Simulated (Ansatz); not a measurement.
The same path of C$_{4}$H$_{11}$NSi (17 atoms, charge 0, multiplicity 1) was run twice with different band settings. The coordinate that changes most is the dihedral H9–C1–C2–C3.

Method: RKS BLYP-D4/def2-SVP (Ansatz).

Relaxed end points:

```xyz
17
Properties=species:S:1:pos:R:3
C -1.302 -1.747 -1.641
C -1.102 -0.883 -0.417
C 0.109 -0.448 0.041
N 1.327 -0.689 -0.626
Si 0.219 0.709 1.533
C 0.719 2.460 0.997
H -2.234 -2.345 -1.569
H -1.375 -1.151 -2.580
H -0.464 -2.465 -1.787
H -2.003 -0.561 0.127
H 1.302 -1.401 -1.363
H 2.141 -0.822 -0.017
H 1.273 0.175 2.472
H -1.104 0.714 2.241
H -0.063 2.906 0.350
H 1.661 2.421 0.413
H 0.876 3.129 1.868
```

```xyz
17
Properties=species:S:1:pos:R:3
C -1.151 -1.935 -1.541
C -0.949 -1.083 -0.310
C 0.203 -0.417 -0.001
N 1.332 -0.376 -0.844
Si 0.295 0.696 1.527
C 0.345 2.526 1.027
H -1.501 -1.344 -2.419
H -0.212 -2.443 -1.857
H -1.907 -2.727 -1.368
H -1.804 -0.972 0.374
H 1.345 -1.054 -1.612
H 2.237 -0.350 -0.364
H 1.562 0.368 2.279
H -0.883 0.404 2.409
H -0.598 2.816 0.520
H 1.178 2.700 0.316
H 0.490 3.190 1.904
```

Common settings: climbing image yes; spring 5.0 eV/Å²; optimiser quadratic models (default); start path IDPP; force threshold 0.05 eV/Å; iteration limit 60; end points relaxed.

| run | movable images |
| --- | --- |
| 1 | 5 |
| 2 | 3 |

Question: What does each run give, and how far can it be trusted?

Answer: Run 1: converged after 4 iterations, highest image 0.018 eV above the first end. A vibrational analysis at the climbing image gives one clearly imaginary mode, 76i cm⁻¹: a first-order saddle point.
Run 2: converged after 4 iterations, highest image 0.018 eV above the first end. Another band between the same ends (5 images) ends at a top of the same energy, where a vibrational analysis finds 1 clearly imaginary mode. So few images can step over the top or miss a turn of the path.
